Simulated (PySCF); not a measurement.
A calculated (r2SCAN, PySCF 2.14, aug-cc-pV5Z, no relativity, point nucleus) atom or ion has these occupied shells.

```tsv
shell	electrons	orbital energy (eV)	rms radius, mean of both spins (bohr)
1s β	1	-7580.0	0.0659
1s α	1	-7580.0	0.0659
2s α	1	-932.56	0.280
2s β	1	-929.46	0.280
2p α	3	-812.97	0.250
2p β	3	-810.65	0.250
3s α	1	-144.05	0.834
3s β	1	-137.38	0.834
3p α	3	-107.61	0.878
3p β	3	-101.05	0.878
3d α	5	-47.753	1.04
3d β	1	-43.278	1.04
```

(1) Name the element and its charge.

Results:

(1) Co³⁺ (cobalt, charge +3), in [Ar] 3d6, high-spin 5D determinant.
